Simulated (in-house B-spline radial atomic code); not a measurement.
Configurations of Tl4+, with energies counted from [Xe] 4f14 5d9. Method: Dirac-Hartree-Fock, average of configuration, Fermi nucleus of rms radius 5.4759 fm. Calculated with a radial B-spline atomic code at the basis-set limit. Energies include first-order Breit, QED and recoil terms.

Occupations are held fixed; configurations that lie above the ionisation limit could autoionise.

```csv
configuration,E - E(ref) (eV),highest orbital,its <r> (bohr)
[Xe] 4f14 5d8 7s1,40.162,7s1/2,4.05
[Xe] 4f14 5d8 7p1,44.411,7p3/2,4.736
[Xe] 4f14 5d8 6f1,50.936,6f7/2,5.507
[Xe] 4f14 5d8 6g1,56.411,6g7/2,8.721
[Kr] 4d10 4f14 5s2 5p5 5d9 7g1,130.22,7g7/2,12.59
[Xe] 4f13 5d9 7s1,148.8,7s1/2,4.019
[Xe] 4f13 5d9 7g1,167.77,7g7/2,12.6
```

**Question.** Order these further configurations by energy, lowest first.
A. [Xe] 4f14 5d8 9f1
B. [Kr] 4d10 4f14 5s2 5p5 5d9 8g1
C. [Xe] 4f14 5d8 8s1
D. [Kr] 4d9 4f14 5s2 5p6 5d10
E. [Xe] 4f14 5d8 8f1

**Answer.** C (50.206 eV), E (58.437 eV), A (60.236 eV), B (131.86 eV), D (385.18 eV).

**Question.** How far above the reference does [Xe] 4f13 5d10 lie?

**Answer.** 106.64 eV; its least bound orbital is 5d5/2 with <r> = 1.277 bohr.

**Question.** How far above the reference does [Xe] 4f13 5d9 6s1 lie?

**Answer.** 122.38 eV; its least bound orbital is 6s1/2 with <r> = 2.056 bohr.
